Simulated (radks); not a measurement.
Values are calculated unless marked as measured or tabulated.
Problem. Ionisation of the tellurium ion Te3+, [Kr] 4d10 5s2 5p1, to Te4+, [Kr] 4d10 5s2, under several functionals. Scalar-relativistic Kohn-Sham, spin-polarised, spherical densities, finite nucleus; open shells are filled with parallel spins first (spin-orbit coupling, left out, can overturn this in heavy ions); a radial shooting solver on a logarithmic mesh with Libxc functionals. Known Delta-SCF values: LDA (Slater exchange, Perdew-Zunger correlation) 37.110 eV. What does HCTH/407 give, and what is its highest occupied eigenvalue?

Solution. 36.862 eV by Delta-SCF; the 5p eigenvalue is -32.309 eV. NIST: 37.416 eV (measured).
